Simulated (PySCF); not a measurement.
# Working out the ionisation energy of Sb

Sb [Kr] 4d10 5s2 5p3 (4S) → Sb⁺ [Kr] 4d10 5s2 5p2 (3P). All numbers are calculated (PySCF 2.14, scalar relativity through the core potential, in cc-pVDZ-PP with ECP28MDF). Frozen: 4s2 4p6 4d10. Energies in hartree (1 hartree = 27.21139 eV):

| part | Sb (lower) | Sb⁺ (upper) |
| --- | --- | --- |
| UHF | -239.272659 | -238.956599 |
| CCSD correlation | -0.058976 | -0.049917 |
| (T) | -0.000592 | -0.000514 |

Problem. What does Hartree-Fock give?

Solution. (-238.956599) − (-239.272659) = 0.316060 hartree = 8.600 eV.

Problem. What do CCSD and CCSD(T) give?

Solution. The CCSD correlation energies differ by 0.009059 hartree = 0.247 eV and the triples by 0.000078 hartree = 0.002 eV, so CCSD gives 8.847 eV and CCSD(T) 8.849 eV.

Measured between the centres of the two terms (NIST): 9.124 eV, so CCSD(T) (valence) is off by -0.275 eV.

A double-zeta basis recovers only part of the correlation energy.

What remains against the reference includes basis incompleteness, the frozen core and higher excitations.
